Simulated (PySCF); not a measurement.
Isomers C7H8P2:

A. `InChI=1S/C7H8P2/c1-3-7-5-8-6(2)4-9-7/h3-5H,1H2,2H3`
B. SMILES c1cc(C2CC2)pcp1
C. `C1(C2CC2)=PC=CC=P1`
D. `InChI=1S/C7H8P2/c1-2-6(1)7-5-8-3-4-9-7/h3-6H,1-2H2`
E. SMILES C=Cc1pccpc1C

Spectrum 1. ¹H NMR (400 MHz, computed): δ 9.59 (m, 1H), 9.36 (m, 1H), 7.80 (m, 1H), 7.60 (m, 1H), 5.79 (m, 1H), 3.04 (m, 3H). ¹³C{¹H} NMR (computed): δ 175.8 (C), 174.0 (C), 167.1 (CH), 165.3 (CH), 142.9 (CH), 123.6 (CH2), 28.4 (CH3).

Spectrum 2. ¹H NMR (400 MHz, computed): δ 9.17 (m, 2H), 8.24 (m, 1H), 2.82 (m, 1H), 1.69 (m, 2H), 1.28 (m, 2H). ¹³C{¹H} NMR (computed): δ 230.4 (C), 161.8 (CH), 136.1 (CH), 29.8 (CH), 27.5 (CH2).

Spectrum 3. ¹H NMR (400 MHz, computed): δ 10.85 (m, 1H), 9.27 (m, 1H), 8.34 (m, 1H), 2.02 (m, 1H), 1.58 (m, 2H), 1.16 (m, 2H). ¹³C{¹H} NMR (computed): δ 194.9 (CH), 189.8 (C), 162.2 (CH), 138.0 (CH), 28.1 (CH), 25.0 (CH2).

Spectrum 4. ¹H NMR (400 MHz, computed): δ 10.13 (m, 1H), 9.60 (m, 1H), 7.40 (m, 1H), 6.47 (m, 1H), 5.73 (m, 1H), 2.99 (m, 3H). ¹³C{¹H} NMR (computed): δ 179.7 (C), 172.9 (C), 168.2 (CH), 160.5 (CH), 145.7 (CH), 117.9 (CH2), 29.4 (CH3).

Spectrum 5. ¹H NMR (400 MHz, computed): δ 9.74 (m, 1H), 9.51 (m, 1H), 9.50 (m, 1H), 2.07 (m, 1H), 1.53 (m, 2H), 1.15 (m, 2H). ¹³C{¹H} NMR (computed): δ 192.9 (C), 167.5 (CH), 163.5 (CH), 162.8 (CH), 29.2 (CH), 24.1 (CH2).

All values are calculated (PySCF 2.14.0 with density-fitted response routines): shielding tensors at PBE0/pcSseg-1 (GIAO), geometry from GFN2-xTB. One computed conformer, isolated molecule, non-relativistic, rapidly exchanging positions averaged.

Shifts are taken against calculated references (same method and geometry level): ¹H (31.72 ppm) and ¹³C (186.93 ppm) vs TMS. Splittings of carbon signals by F and P are missing where no couplings were computed. Where no couplings were computed, multiplicities follow the n + 1 count of equivalent neighbours, and m marks all less simple cases (inequivalent or close neighbours, rings, F or P nearby). Shifts are as computed. Against solution values, carbons near 30 ppm lie about +3 ppm off and those near 130 ppm about +5 ppm. Of 1211 compounds with measured shifts, 218 miss one by over three times the rms of a fit or turn the order of signals round; such compounds aren't used in these exercises.

**Question.** Match each spectrum to its structure.

**Answer.** 1–E, 2–C, 3–B, 4–A, 5–D.

- Spectrum 1 (E): 7 ¹³C signals; δC 142.9 is an alkene CH; δC 123.6 is a terminal =CH2 carbon.
- Spectrum 2 (C): 5 ¹³C signals; δC 136.1 is an aromatic CH; δC 29.8 is a three-membered-ring carbon.
- Spectrum 3 (B): 6 ¹³C signals; δC 138.0 is an aromatic CH; δC 28.1 is a three-membered-ring carbon.
- Spectrum 4 (A): 7 ¹³C signals; δC 145.7 is an alkene CH; δC 117.9 is a terminal =CH2 carbon.
- Spectrum 5 (D): 6 ¹³C signals; δC 29.2 is a three-membered-ring carbon; δC 24.1 is a three-membered-ring carbon.
